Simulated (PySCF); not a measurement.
Working out the ionisation energy of Ti

Ti [Ar] 3d2 4s2 (3F) → Ti⁺ [Ar] 3d2 4s1 (4F). All numbers are calculated (PySCF 2.14, scalar relativity by spin-free X2C-1e, in x2c-TZVPPall with one added diffuse shell each of s, p, d, f type (7s6p5d3f1g, 80 functions)). Frozen: [Ar]. Energies in hartree (1 hartree = 27.21139 eV):

| part | Ti (lower) | Ti⁺ (upper) |
| --- | --- | --- |
| UHF | -852.739292 | -852.534952 |
| CCSD correlation | -0.052634 | -0.013906 |
| (T) | -0.001822 | -0.000087 |

Task: What does Hartree-Fock give?

Result: (-852.534952) − (-852.739292) = 0.204340 hartree = 5.560 eV.

Task: What do CCSD and CCSD(T) give?

Result: The CCSD correlation energies differ by 0.038728 hartree = 1.054 eV and the triples by 0.001735 hartree = 0.047 eV, so CCSD gives 6.614 eV and CCSD(T) 6.661 eV.

Measured between the centres of the two terms (NIST): 6.828 eV, so CCSD(T) (valence) is off by -0.167 eV.

What remains against the reference includes basis incompleteness, the frozen core and higher excitations.
